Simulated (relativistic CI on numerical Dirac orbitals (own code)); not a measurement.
## Fe⁶⁺ in a cubic cluster: 3s photoemission with charge transfer

Computed with a charge-transfer multiplet model of a cubic metal-ligand cluster with up to 2 ligand holes, Slater and spin-orbit integrals from Dirac-Coulomb-Breit ions, Slater integrals scaled by 0.7. The ground state mixes d2 with configurations of k ligand holes L, whose averages lie at kΔ + k(k − 1)U_dd/2; a core hole lowers each added d electron by U_cd. 300 K, Lorentzian 1.4 eV and Gaussian 0.8 eV FWHM.

Atomic integrals in eV (Slater integrals scaled, ζ unscaled), ground: F2dd 10.319, F4dd 6.541, zeta_d 0.080; with the core hole: F2dd 10.860, F4dd 6.907, zeta_d 0.089, G2cd 9.996.

Cluster parameters (eV): Δ = 0.8, U_dd = 5.4, U_cd = 6, 10Dq = 1.6, 10Dq(ligand) = 0, final-state hopping factor = 1.

```tsv
Case	n_d	d2	d3L	d4L2	S
V(eg) = 1.55 eV, V(t2g) = -0.78 eV	2.76	0.33	0.57	0.09	1.00
V(eg) = 2.15 eV, V(t2g) = -1.08 eV	2.80	0.33	0.55	0.12	1.00
V(eg) = 2.45 eV, V(t2g) = -1.23 eV	2.82	0.32	0.55	0.14	1.00
```

Weights, n_d and S are thermal averages at 300 K. Binding energies count from the first peak over 30 % of the highest in each spectrum, which can be another peak from case to case. The parameters are a model scan and need not match a compound or its usual spin state. Peaks in eV (height, largest 100):
- V(eg) = 1.55 eV, V(t2g) = -0.78 eV: 0.0 (100), 4.4 (48), 8.5 (72), 15.8 (16)
- V(eg) = 2.15 eV, V(t2g) = -1.08 eV: 0.0 (100), 5.1 (37), 8.2 (48), 17.8 (11)
- V(eg) = 2.45 eV, V(t2g) = -1.23 eV: 0.0 (100), 5.4 (36), 7.1 (41), 18.9 (8)

For the case V(eg) = 1.55 eV, V(t2g) = -0.78 eV, Δ = 0.8 eV is smaller than U_dd = 5.4 eV, the charge-transfer side of the Zaanen-Sawatzky-Allen scheme. With the core hole the average of the configuration with one ligand hole lies at Δ − U_cd = -5.2 eV before mixing: it lies below the unscreened one, so the lowest final states are mostly screened and the unscreened weight appears at higher binding energy as a satellite.

With at most 2 ligand holes the space is cut while the next configuration still counts, so covalency is underestimated, and a final configuration with one more ligand hole, which can lie low, is missing from the spectra.

Without intra-shell correlation the exchange splitting of the 3s hole comes out too large.
